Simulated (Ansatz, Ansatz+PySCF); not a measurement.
```xyz
2

C     0.0000    0.0000    0.0000
P     0.0000    0.0000    1.6401
```

Basis set: def2-SVP (spherical functions). Correlated methods keep 6 orbitals frozen. Correlation on ROHF uses semicanonical orbitals with singles. Charge 0, multiplicity 2.

Computed with Ansatz (development build ahead of 0.2.0); each method stands on the lowest determinant of its kind that the runs found.

Q: Give the atomization energy at this shape (free ground-state atoms in the same class of orbitals less the molecule, no zero-point energy) of doublet CP by UHF-CCSDT(Q), ROHF-CCSD(T), UHF-CCSD(T), ROHF-MP2, UHF-MP2, ROHF, UHF.

A:

```tsv
method	atomization energy
UHF-CCSDT(Q)	111.30 kcal/mol
ROHF-CCSD(T)	109.88 kcal/mol
UHF-CCSD(T)	107.60 kcal/mol
ROHF-MP2	114.26 kcal/mol
UHF-MP2	88.85 kcal/mol
ROHF	37.41 kcal/mol
UHF	63.99 kcal/mol
```

Caution for UHF-CCSDT(Q), UHF-CCSD(T), UHF-MP2, UHF: the unrestricted determinant is a mixture of spin states. Caution for ROHF-CCSD(T), ROHF-MP2, ROHF: an unrestricted determinant lies well below. Caution for UHF-CCSD(T): another reference gives a lower total.
